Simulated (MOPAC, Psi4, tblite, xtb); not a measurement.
Two rigid molecules brought together: H4Si ··· CS2 (SMILES [SiH4] and S=C=S). Monomers: optimised at B3LYP-D3(BJ) (def2-TZVP), held rigid. Orientation: lowest of the rigid-body minima from ten starts at GFN2-xTB. The monomers approach along the line of their centres of mass (distance R); nothing else relaxes.

GFN1-xTB (xtb); PM6, restricted, heats of formation (MOPAC); GFN2-xTB (tblite); SAPT0/jun-cc-pVDZ, frozen core (Psi4).

Interaction energies in kJ/mol; the last columns give the difference from SAPT0:

| R / Å | GFN1-xTB | PM6 | GFN2-xTB | SAPT0/jun-cc-pVDZ | GFN1-xTB − SAPT0/jun-cc-pVDZ | PM6 − SAPT0/jun-cc-pVDZ | GFN2-xTB − SAPT0/jun-cc-pVDZ |
|---|---|---|---|---|---|---|---|
| 3.11 | -23.16 | 5.92 | 4.93 | 19.56 | -42.72 | -13.64 | -14.63 |
| 3.36 | -21.32 | -0.33 | -4.06 | 4.95 | -26.27 | -5.28 | -9.01 |
| 3.57 | -17.19 | -1.92 | -6.70 | -0.45 | -16.74 | -1.47 | -6.25 |
| 3.75 | -13.56 | -2.01 | -7.20 | -2.46 | -11.10 | 0.45 | -4.74 |
| 3.93 | -10.45 | -1.57 | -6.89 | -3.18 | -7.27 | 1.61 | -3.71 |
| 4.18 | -7.22 | -0.75 | -5.91 | -3.14 | -4.08 | 2.39 | -2.76 |
| 4.41 | -5.21 | -0.16 | -4.89 | -2.70 | -2.50 | 2.55 | -2.19 |
| 4.78 | -3.23 | 0.32 | -3.44 | -1.90 | -1.33 | 2.22 | -1.54 |
| 5.25 | -1.91 | 0.44 | -2.10 | -1.15 | -0.76 | 1.59 | -0.95 |
| 5.98 | -0.93 | 0.33 | -0.94 | -0.54 | -0.39 | 0.87 | -0.40 |
| 6.96 | -0.38 | 0.19 | -0.30 | -0.22 | -0.16 | 0.40 | -0.09 |
| 8.22 | -0.14 | 0.09 | -0.05 | -0.08 | -0.06 | 0.17 | 0.03 |

GFN1-xTB is furthest from SAPT0/jun-cc-pVDZ at 3.11 (-42.72 kJ/mol, below); its mean absolute difference over the points is 9.45 kJ/mol.

PM6 is furthest from SAPT0/jun-cc-pVDZ at 3.11 (-13.64 kJ/mol, below); its mean absolute difference over the points is 2.72 kJ/mol.

GFN2-xTB is furthest from SAPT0/jun-cc-pVDZ at 3.11 (-14.63 kJ/mol, below); its mean absolute difference over the points is 3.86 kJ/mol.
